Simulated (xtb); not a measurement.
C4H9NSi, SMILES C=C=C[Si@@H](C)N. All values are semi-empirical tight-binding results from xtb (GFN2-xTB unless named), good for trends rather than for accurate numbers. Geometry: GFN2-xTB. The structure was generated by enumeration; whether it is a known compound was not checked. Other conformers were not sampled.

```yaml
orbital_gap: 4.55 eV
dipole_moment: 1.33 D
zero_point_energy: 72.5 kcal/mol
G − E(el) at 298.15 K (modified RRHO): 51.2 kcal/mol
static polarisability (D4 model): 84.5 bohr³
solvation energy, GFN2-xTB/ALPB(water): -2.8 kcal/mol
solvation energy, GFN2-xTB/ALPB(hexane): -5.2 kcal/mol
```
